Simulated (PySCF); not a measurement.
# Computed properties of Ga(H)2(nPr) (C₃H₉Ga), SMILES CC[CH2][GaH2]

Ga(H)2(nPr) (C3H9Ga), SMILES CC[CH2][GaH2]. The structure is a stationary point at PBE0-D3(BJ)/def2-SVP. The structure was generated by enumeration; whether it is a known compound was not checked. One conformer was computed; it need not be the lowest. All values are computed for the isolated molecule unless a solvent is named; none is compared with measurement here.

**Structure.** The optimised structure has Cs symmetry. All 33 harmonic modes at PBE0-D3(BJ)/def2-SVP (PySCF) are real, so it is a minimum. With heavy atoms numbered as in [GaH2:1][CH2:4][CH2:5][CH3:6], the shortest bond between them is C5–C6 at 1.522 Å and the longest Ga1–C4 at 1.973 Å.

**Vibrations.** The strongest infrared lines (harmonic, unscaled, degenerate partners summed) lie at 1951 cm⁻¹ (224 km/mol, H 99 %), 1946 cm⁻¹ (211 km/mol, H 99 %), 759 cm⁻¹ (194 km/mol, H 98 %). The softest mode is at 65 cm⁻¹ and the zero-point energy is 66.4 kcal/mol.

**Electronic structure.** B3LYP/def2-TZVP (PySCF) places the frontier levels at -7.33 and -1.67 eV, a gap of 5.66 eV, and gives a dipole moment of 0.74 D and a mean polarisability of 68.0 bohr³. PBE/def2-TZVP (PySCF) at the same geometry gives -6.35 and -2.19 eV, so its gap is 1.50 eV narrower. An orbital gap is neither the optical nor the fundamental gap.

**Excitations.** TDDFT-PBE0/def2-SVPD (PySCF) has S1 at 4.72 eV (262 nm, f = 0.002, dark); the most intense of the 10 singlets computed lies at 7.51 eV (f = 0.24). T1 (TDA) is at 4.38 eV. TDDFT-PBE/def2-SVPD (PySCF) puts S1 at 4.27 eV. No vertical singlet excitation falls in the visible range (under 3.1 eV).

**NMR.** GIAO shifts at KT2/pcSseg-1 (PySCF) (non-relativistic, atoms alike by connectivity averaged): ¹³C from 23.5 to 32.1 ppm against TMS; ¹H from 1.3 to 7.0 ppm against TMS.
